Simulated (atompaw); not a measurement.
# Logarithmic derivatives: niobium, PAW (atompaw)

- Element: Nb
- Generator: atompaw 4.2.0.5
- Type: PAW
- Functional: PBE
- Relativity: scalar-relativistic
- Frozen core: [Kr]
- Valence charge: 5
- Reference configuration: 4d4 5s0.75 5p0.25
- Partial waves: 5s (bound): rc 3.00 bohr; 5s channel at 0.1 Ry: rc 3.00 bohr; 5p (bound): rc 3.00 bohr; 5p channel at 0.4 Ry: rc 3.00 bohr; 4d (bound): rc 1.80 bohr; 4d channel at 0.15 Ry: rc 1.80 bohr
- Local potential: ultrasoft scheme with l = 3 at -0.5 Ry, radius 2.35 bohr
- Core correction: smooth core density matched at 2.20 bohr
- Augmentation charge: sinc compensation charge, radius 2.30 bohr; PAW radius 3.00 bohr; waves and projectors: custom rrkj vanderbiltortho

The phase is arctan(r·u′/u) with u = r·R(r), unwrapped; energies in Ry, scanned from -2 to 5 Ry. A pole is an energy at which the radial function vanishes at the test radius. The pseudo phase is shifted by a multiple of π to meet the all-electron one at the reference energy, and phase errors are pseudo minus all-electron; the curves can meet again beyond the range given. Levels narrower than the energy grid can be missing from the lists of poles.

| channel | radius (bohr) | reference energy (Ry) | poles, all-electron | poles, pseudo | unbroken range about the reference energy with phases within 0.05 rad | phase error 1 Ry above the reference energy (rad) |
| --- | --- | --- | --- | --- | --- | --- |
| s | 3.02 | -0.31 | 1.52 | -0.70, 1.52 | -0.6 to 3.4 | +0.000 |
| p | 3.02 | -0.09 | 2.51 | -0.90, 2.60 | -0.8 to 4.2 | +0.001 |
| d | 3.02 | -0.25 | 0.10, 4.38 | 0.10, 4.39 | the whole range | +0.000 |

Note: ghost states, extra bound levels that the all-electron valence spectrum of the same l lacks: p at -12.1 eV, s at -9.3 eV. A true bound ghost makes a file unfit for plane-wave use.

Phases in the d channel:

| E (Ry) | all-electron | pseudo |
| --- | --- | --- |
| -2.00 | 1.328 | 1.328 |
| -1.52 | 1.284 | 1.284 |
| -1.04 | 1.196 | 1.196 |
| -0.56 | 0.824 | 0.824 |
| -0.08 | -1.395 | -1.395 |
| 0.40 | -1.715 | -1.715 |
| 0.88 | -1.874 | -1.874 |
| 1.36 | -2.128 | -2.128 |
| 1.84 | -2.959 | -2.958 |
| 2.32 | -4.111 | -4.110 |
| 2.80 | -4.448 | -4.448 |
| 3.28 | -4.578 | -4.578 |
| 3.76 | -4.650 | -4.649 |
| 4.24 | -4.700 | -4.699 |
| 4.72 | -4.740 | -4.739 |
